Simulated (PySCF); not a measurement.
## `C([C@H]1O[C@H](C=C)[GeH2]1)#N`, C5H7GeNO

Cartesian coordinates in Å; atom numbers follow the order of the lines, from 1:
```xyz
15

C     2.670   -0.905    0.092
C     1.718   -0.063    0.458
C     0.284   -0.261    0.171
O    -0.553    0.257    1.195
C    -1.769    0.612    0.538
C    -2.675   -0.488    0.386
N    -3.359   -1.388    0.201
Ge   -0.707    0.929   -1.177
H     2.446   -1.818   -0.435
H     3.708   -0.712    0.300
H     1.948    0.848    0.995
H     0.050   -1.315   -0.036
H    -2.253    1.433    1.073
H    -0.224    2.372   -1.255
H    -1.289    0.506   -2.528
```

The calculation used TDDFT CAM-B3LYP/aug-cc-pVDZ circular dichroism and optical rotation, one conformer, gas phase (PySCF 2.14.0). Geometry: GFN2-xTB.

The molecule is flexible and this is one conformer; a measurement averages over conformers. The calculation is non-relativistic, which matters for the atoms heavier than Zn.

Q: Draw the ECD and absorption spectra from the lowest 12 states, each a Gaussian of half-width 0.3 eV at 1/e height.

A: 
```tsv
E (eV)	λ (nm)	Δε (L mol⁻¹ cm⁻¹)	ε (L mol⁻¹ cm⁻¹)
4.86	255	-1.09	326
5.01	247	-4.49	1350
5.16	240	-11.31	3400
5.31	233	-17.97	5430
5.46	227	-20.73	6430
5.61	221	-24.70	8210
5.76	215	-33.59	12100
5.91	210	-38.17	14700
6.06	204	-35.50	13100
6.21	200	-36.85	9900
6.36	195	-40.77	8090
6.51	190	-31.33	7630
6.66	186	-8.94	8120
6.81	182	+3.71	9390
6.96	178	-5.39	10100
7.11	174	-18.79	9390
```
Δε uses R in velocity form, ε uses f in length form. Only the states computed contribute, so the short-wavelength end is incomplete.
